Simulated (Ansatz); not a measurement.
The cluster Cu12Pd⁺, relaxed as a doublet with UKS PBE-D4/def2-SVP in Ansatz, starting from the GFN1-xTB geometry. Force threshold 0.03 eV/Å.

In the def2 sets Pd takes a core potential; there is no spin–orbit coupling. Single mean-field runs in def2-SVP are fitted with def2-universal-jkfit. Another isomer (doublet) lies 0.27 eV lower at PBE0-D4/def2-TZVP; other spin states weren't run for this one.

Start:

```xyz
13

Pd   -1.932   -1.002   -0.454
Cu   -0.329    0.860   -1.637
Cu    2.163    0.616   -1.383
Cu   -1.636    1.383    0.379
Cu    0.841    1.456    0.624
Cu    1.500    0.450    2.789
Cu    2.224   -0.658    0.714
Cu   -0.139   -0.876    1.437
Cu    1.098   -0.433   -3.257
Cu   -1.141   -1.196   -2.767
Cu   -0.782    1.168    2.686
Cu   -2.495   -0.378    1.899
Cu    0.628   -1.391   -1.029
```

```tsv
step	energy (eV)	largest force component (eV/Å)	SCF passes
1	-539024.0675	0.715	64
2	-539024.2772	0.376	42
3	-539024.3457	0.123	42
4	-539024.3485	0.111	39
5	-539024.3553	0.028	37
```

Force components are those of the run's own axes.

End:

```
atom   x (Å)   y (Å)   z (Å)
 Pd1  -1.940  -1.017  -0.469
 Cu2  -0.355   0.775  -1.573
 Cu3   2.101   0.653  -1.328
 Cu4  -1.615   1.339   0.405
 Cu5   0.812   1.350   0.609
 Cu6   1.467   0.337   2.788
 Cu7   2.219  -0.677   0.715
 Cu8  -0.156  -0.743   1.310
 Cu9   1.078  -0.358  -3.243
Cu10  -1.057  -1.282  -2.811
Cu11  -0.714   1.268   2.640
Cu12  -2.451  -0.334   1.942
Cu13   0.611  -1.309  -0.984
```

By distances, no bond broke or formed. The bond that changes most is Cu5–Cu8, from 2.66 to 2.41 Å (atoms count from 1).

No frequencies were taken in this run, so the end may be a saddle point.

Run time 40 s (2 threads of AMD EPYC 7R13 on a shared host and a share (18 GiB) of an NVIDIA H100 80GB HBM3), peak host memory 1 GiB.
